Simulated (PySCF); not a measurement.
Converging LiBi⁺ in the basis (CCSD(T))

PySCF, UHF reference; quartet, unpaired electrons σ ↑, π ↑↑; De to Li⁺ + Bi without counterpoise correction. Frozen cores follow the default of each basis and core potential.

| basis | relativity | functions | Re (Å) | ωe (cm⁻¹) | De (eV) | frozen orbitals |
| --- | --- | --- | --- | --- | --- | --- |
| cc-pVDZ/cc-pVDZ-PP | scalar-relativistic core potentials | 37 | 3.033 | 221 | n/a | 4 |
| def2-SVPD | scalar-relativistic core potentials | 44 | 3.126 | 183 | n/a | 4 |
| aug-cc-pVDZ/aug-cc-pVDZ-PP | scalar-relativistic core potentials | 55 | 3.040 | 211 | n/a | 4 |

**Question.** How does each smaller set differ from the one with most functions, aug-cc-pVDZ/aug-cc-pVDZ-PP?

**Answer.** cc-pVDZ/cc-pVDZ-PP: -0.7 pm, +4.7 % in ωe; def2-SVPD: +8.6 pm, -13.3 % in ωe. All at CCSD(T); the set with most functions is neither the basis-set limit nor always the best.

Correlated steps freeze 4 core orbitals. These are scalar-relativistic numbers at best; spin–orbit coupling would shift them, the dissociation energy most. The state was picked by a PBE0 search and need not be the measured ground state.
